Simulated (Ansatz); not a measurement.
A nudged elastic band was laid between two geometries of CH$_{4}$GaInO (8 atoms, charge 0, multiplicity 1).

The calculation used RKS PBE0-D4/def2-SVP (Ansatz).

```json
{
 "movable images": "5",
 "climbing image": "yes",
 "spring": "5.0 eV/Å²",
 "optimiser": "quadratic models (default)",
 "start path": "through a guess of the saddle point",
 "force threshold": "0.05 eV/Å",
 "iteration limit": "60",
 "end points": "relaxed"
}
```

Initial state:

```xyz
8
Properties=species:S:1:pos:R:3
C -0.603 0.955 -0.077
O 0.702 0.948 -0.552
Ga 1.603 -0.646 -0.379
In -0.809 -1.170 0.657
H -0.752 1.681 0.744
H -1.341 1.180 -0.869
H 3.089 -0.624 -0.922
H -1.888 -2.323 1.398
```

Final state:

```xyz
8
Properties=species:S:1:pos:R:3
C -0.596 0.416 -0.434
O 0.445 1.373 -0.064
Ga 1.342 -0.539 -0.162
In -0.815 -1.198 0.998
H 0.237 1.793 0.776
H -1.191 0.830 -1.260
H 2.607 -0.279 -1.056
H -2.029 -2.396 1.202
```

**Question.** What changes between the two ends?

**Answer.** Bonds broken: C1–H5. Bonds formed: C1–Ga3, O2–H5.

**Question.** Give the energies along the band, and the barrier.

**Answer.** The run converged. The highest image is number 3 of 0 to 6, 3.19 eV above the first end and 1.28 eV above the last; the last end lies 1.91 eV above the first. Neighbouring images differ by up to 2.1 eV, so the band resolves the path poorly. A vibrational analysis at the climbing image gives one clearly imaginary mode, 1677i cm⁻¹: a first-order saddle point. The orbitals stay closed-shell, which can raise the energy where a bond breaks towards radicals; this wasn't checked here.

| image | path coordinate (Å) | energy (eV) | C1–H5 (Å) | C1–Ga3 (Å) | O2–H5 (Å) |
| --- | --- | --- | --- | --- | --- |
| 0 | 0.00 | 0.00 | 1.11 | 2.74 | 2.08 |
| 1 | 0.59 | 0.10 | 1.10 | 2.68 | 2.06 |
| 2 | 1.18 | 1.10 | 1.09 | 2.51 | 1.76 |
| 3 | 1.76 | 3.19 | 1.29 | 2.46 | 1.16 |
| 4 | 2.12 | 2.51 | 1.64 | 2.42 | 0.97 |
| 5 | 2.47 | 2.00 | 1.93 | 2.32 | 0.96 |
| 6 | 2.83 | 1.91 | 2.01 | 2.18 | 0.96 |

**Question.** What is the geometry of the highest image?

**Answer.** 
```xyz
8
Properties=species:S:1:pos:R:3
C -0.673 0.622 -0.255
O 0.692 1.347 -0.027
Ga 1.555 -0.404 -0.036
In -0.698 -1.261 0.773
H -0.235 1.404 0.671
H -1.168 1.043 -1.137
H 2.445 -0.451 -1.337
H -1.917 -2.300 1.347
```

Time of the run: 10 min on 2 threads of Arm Neoverse V1, with other jobs on the host, peak memory 0.27 GiB.
